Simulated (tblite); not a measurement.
C5H9NO.
SMILES with atom numbers: `[CH2:1]=[CH:2][C@H:3]([CH3:4])[C:5]([NH2:6])=[O:7]` (hydrogens: H8, H9 on C1; H10 on C2; H11 on C3; H12, H13, H14 on C4; H15, H16 on N6)

Computed with GFN2-xTB (tblite), gas phase: Langevin dynamics at 400 K from the optimised GFN2-xTB geometry, time step 0.5 fs, friction 0.01 fs⁻¹, 2000 steps.

Start geometry:
```
atom  x, y, z in Å
C1      2.053    0.768    0.011
C2      0.934    0.244   -0.456
C3     -0.081   -0.476    0.381
C4     -0.449   -1.823   -0.236
C5     -1.324    0.416    0.481
N6     -1.128    1.517    1.247
O7     -2.378    0.177   -0.056
H8      2.329    0.691    1.052
H9      2.752    1.283   -0.625
H10     0.686    0.324   -1.505
H11     0.315   -0.620    1.392
H12     0.443   -2.425   -0.393
H13    -0.949   -1.667   -1.189
H14    -1.130   -2.361    0.418
H15    -1.865    2.199    1.312
H16    -0.216    1.761    1.590
```

The statistics below take the 31 frames saved every 25 fs from 250 to 1000 fs; their kinetic temperature (all 3N coordinates) averages 435 K.

**Question.** Give the mean, spread and extremes of the bond lengths.

**Answer.** 
| bond | start (Å) | mean (Å) | standard deviation (Å) | shortest (Å) | longest (Å) |
| --- | --- | --- | --- | --- | --- |
| C1=C2 | 1.321 | 1.327 | 0.029 | 1.256 | 1.389 |
| C2–C3 | 1.500 | 1.509 | 0.053 | 1.418 | 1.624 |
| C3–C4 | 1.527 | 1.539 | 0.051 | 1.463 | 1.674 |
| C3–C5 | 1.534 | 1.537 | 0.048 | 1.402 | 1.641 |
| C5–N6 | 1.355 | 1.363 | 0.032 | 1.291 | 1.419 |
| C5=O7 | 1.207 | 1.209 | 0.017 | 1.179 | 1.243 |
| C1–H8 | 1.079 | 1.086 | 0.039 | 1.004 | 1.159 |
| C1–H9 | 1.077 | 1.080 | 0.030 | 1.028 | 1.137 |
| C2–H10 | 1.082 | 1.085 | 0.032 | 1.025 | 1.148 |
| C3–H11 | 1.095 | 1.099 | 0.045 | 1.023 | 1.172 |
| C4–H12 | 1.088 | 1.089 | 0.028 | 1.034 | 1.156 |
| C4–H13 | 1.087 | 1.095 | 0.033 | 1.006 | 1.154 |
| C4–H14 | 1.087 | 1.088 | 0.031 | 1.020 | 1.162 |
| N6–H15 | 1.006 | 1.013 | 0.032 | 0.951 | 1.073 |
| N6–H16 | 1.004 | 1.014 | 0.031 | 0.945 | 1.068 |

**Question.** Give the same statistics for bond angles, one of each kind among heavy atoms.

**Answer.** 
| angle | start (°) | mean (°) | standard deviation (°) | smallest (°) | largest (°) |
| --- | --- | --- | --- | --- | --- |
| C1–C2–C3 | 124.5 | 124.7 | 4.5 | 116.2 | 132.3 |
| C2–C3–C4 | 111.2 | 111.2 | 5.1 | 101.1 | 124.1 |
| C2–C3–C5 | 107.8 | 108.0 | 5.6 | 98.3 | 118.0 |
| C4–C3–C5 | 110.1 | 109.5 | 4.5 | 99.9 | 120.9 |
| C3–C5–N6 | 113.1 | 113.4 | 3.6 | 104.8 | 122.4 |
| C3–C5–O7 | 124.3 | 124.1 | 3.7 | 114.1 | 134.1 |
| N6–C5–O7 | 122.6 | 122.2 | 2.9 | 116.6 | 127.6 |

**Question.** How far does each atom move about its mean position (frames aligned on the start, all atoms weighted alike), and what rms force does it feel?

**Answer.** 
| atom | rms displacement (Å) | rms force (eV/Å) |
| --- | --- | --- |
| C1 | 0.23 | 2.58 |
| C2 | 0.21 | 2.41 |
| C3 | 0.12 | 2.97 |
| C4 | 0.14 | 2.37 |
| C5 | 0.18 | 2.23 |
| N6 | 0.22 | 2.40 |
| O7 | 0.48 | 1.46 |
| H8 | 0.61 | 1.37 |
| H9 | 0.27 | 1.11 |
| H10 | 0.59 | 1.14 |
| H11 | 0.20 | 1.48 |
| H12 | 0.33 | 0.96 |
| H13 | 0.34 | 1.19 |
| H14 | 0.30 | 1.22 |
| H15 | 0.27 | 1.39 |
| H16 | 0.52 | 1.37 |

The displacements run from 0.12 to 0.61 Å, the largest at H8.

**Question.** How widely does the potential energy scatter, against a harmonic estimate?

**Answer.** Mean 0.78 eV above the start, standard deviation 0.153 eV, range 0.47 to 1.16 eV. For 42 classical harmonic modes at 400 K the canonical values are 42kT/2 = 0.72 eV and kT·√(42/2) = 0.158 eV.

The run is classical and short, so these are rough statistics of one trajectory.

What follows is the cost of the whole dynamics run. Time: 7.2 s wall; peak memory 0.18 GiB. Hardware: one thread of an AMD EPYC 9R45, shared host with 96 logical CPUs at a one-minute load of 66.
